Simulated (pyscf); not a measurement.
PySCF, gas phase, ωB97X-D3(BJ)/def2-SVP geometries. MP2 and CC: frozen core, UHF for open shells. ΔMP2 is the change of the MP2 total energy from the triple- to the quadruple-zeta basis.

Task: For the elementary gas-phase step [H₃C–Al–Cl]• (SMILES [CH3][Al][Cl]) → •H₂C–AlH–Cl (SMILES [CH2][AlH][Cl]) (doublet surface; C–H broken, Al–H formed), what barrier and reaction energy does CCSD(T)/def2-TZVPP + ΔMP2(QZVPP) give, measured from the reactant's lowest minimum found?

Result: ΔE‡ = 55.7 kcal/mol, ΔE = +16.8 kcal/mol. Zero-point energy shifts the barrier by -3.8 kcal/mol. It is a hydrogen shift, with an imaginary mode of 1522i cm⁻¹. One saddle was located; it need not be the lowest between these sides. The CCSD(T) − MP2 part came from Ansatz, without density fitting, on the same reference. A UHF reference is spin-contaminated (<S²> up to 0.87), which harms MP2 most.
